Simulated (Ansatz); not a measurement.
Spectroscopic constants of CoCl, multiplicity 5 (not the ground state: that is measured with 2S+1 = 3). No spin–orbit coupling. Co is treated without relativity.

Seven points along R, fitted to fifth degree in 1/R; most abundant isotopes. In def2 and cc sets the state is the lowest found near the PBE0 minimum, followed along R.

Run with Ansatz (Gaussian basis) for Hartree–Fock, density functionals and correlated methods. 

```tsv
level	r_e (Å)	ω_e (cm⁻¹)	ω_e x_e (cm⁻¹)	B_e (cm⁻¹)	dipole (D)
PBE/def2-TZVPP	2.160	377	1.7	0.165	1.50
PBE0/def2-TZVPP	2.169	395	1.5	0.163	2.50
wB97X-V/def2-TZVPP	2.165	402	1.4	0.164	2.48
```

Ansatz is an electronic-structure program.
